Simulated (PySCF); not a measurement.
PySCF 2.14 output of an unrestricted r2SCAN calculation on a single atom or ion in def2-QZVPPD (8s5p4d2f1g, 66 functions), with the non-relativistic Hamiltonian (point nucleus):

```
SCF conv_tol = 1e-09
number electrons alpha = 5  beta = 2
    J. W. Furness, A. D. Kaplan, J. Ning, J. P. Perdew, and J. Sun.,  J. Phys. Chem. Lett. 11, 8208-8215 (2020)
    J. W. Furness, A. D. Kaplan, J. Ning, J. P. Perdew, and J. Sun.,  J. Phys. Chem. Lett. 11, 9248-9248 (2020)
    J. W. Furness, A. D. Kaplan, J. Ning, J. P. Perdew, and J. Sun.,  J. Phys. Chem. Lett. 11, 8208-8215 (2020)
    J. W. Furness, A. D. Kaplan, J. Ning, J. P. Perdew, and J. Sun.,  J. Phys. Chem. Lett. 11, 9248-9248 (2020)
cycle= 1 E= -74.5589404568616  delta_E= -0.00168  |g|= 0.00698  |ddm|= 0.0446
cycle= 2 E= -74.5589498763223  delta_E= -9.42e-06  |g|= 0.000915  |ddm|= 0.00543
cycle= 3 E= -74.558950121386  delta_E= -2.45e-07  |g|= 0.000352  |ddm|= 0.000975
cycle= 4 E= -74.5589501555432  delta_E= -3.42e-08  |g|= 3e-05  |ddm|= 0.00016
cycle= 5 E= -74.5589501559841  delta_E= -4.41e-10  |g|= 2.21e-06  |ddm|= 3.45e-05
converged SCF energy = -74.5589501559841  <S^2> = 3.7533446  2S+1 = 4.0016719
```

The run itself started from symmetry-adapted Hartree-Fock orbitals and held the occupation by maximum overlap, on a logarithmic radial grid, so the iterations belong to that start.

Q: Which element, charge and spin multiplicity is this?

A: O⁺ (oxygen, charge +1), multiplicity 4; the state was [He] 2s2 2p3, high-spin 4S determinant.
